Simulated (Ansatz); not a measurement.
**Question.** Predict a relaxed structure of B(CH2SiH3)3 (C₃H₁₅BSi₃), charge 0, singlet, at PBE-D4/def2-SVP (Ansatz).

**Answer.** 
```tsv
atom	x (Å)	y (Å)	z (Å)
B1	-0.047	0.252	0.204
C2	-1.531	-0.266	0.317
Si3	-1.781	-1.878	-0.660
H4	-1.772	-0.555	1.364
H5	-2.292	0.464	-0.029
H6	-1.391	-1.720	-2.105
H7	-0.942	-2.979	-0.068
H8	-3.225	-2.305	-0.610
C9	1.100	-0.496	0.977
Si10	1.304	0.321	2.682
H11	0.891	-1.568	1.176
H12	2.091	-0.405	0.481
H13	1.645	1.780	2.537
H14	0.027	0.213	3.475
H15	2.404	-0.347	3.465
C16	0.310	1.510	-0.670
Si17	0.555	1.025	-2.494
H18	-0.491	2.281	-0.676
H19	1.264	1.987	-0.359
H20	1.481	-0.157	-2.615
H21	-0.758	0.670	-3.135
H22	1.157	2.175	-3.258
```
 This is one stationary point.
